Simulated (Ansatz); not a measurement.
Compare A (`COB(F)S`) with its isomer B (`OCB(F)S`).

Program: Ansatz. Geometries: PBE0-D4/def2-TZVP. ΔE: electronic, gas phase. CCSD(T)/CBS adds triple-zeta CCSD(T) − MP2 to the extrapolated MP2 energy (def2 sets, frozen cores). This one scheme is used for every species. DFT in def2-TZVPP. B3LYP here is the variant with VWN-RPA as its local correlation; programs differ in this. One conformer a species, not always the lowest.

(1) Which is lower in electronic energy at CCSD(T)/CBS, and by how much? (An estimate is asked.)

(2) Give E(B) − E(A) in kcal/mol with B2PLYP, MP2/def2-TZVPP, r2SCAN-D4, B3LYP, PBE0-D4, CCSD/def2-TZVPP, CCSD(T)/def2-TZVPP. (An estimate is asked.)

Largest T1 diagnostic: 0.012.

Answers

(1) The calculation gave: A, by 31.8 kcal/mol.

(2) Ansatz gave: B2PLYP 32.9, MP2/def2-TZVPP 32.7, r2SCAN-D4 31.8, B3LYP 32.7, PBE0-D4 30.7, CCSD/def2-TZVPP 32.6, CCSD(T)/def2-TZVPP 32.3. None reverses the order clearly.

In def2-TZVPP, CCSD(T) changes the Hartree–Fock value by −3.5 kcal/mol (the triples alone add −0.3 kcal/mol) and MP2 by −3.1 kcal/mol. From PBE to PBE0 (25 % exact exchange), in def2-TZVPP and without D4, E(B) − E(A) moves by +0.9 kcal/mol.
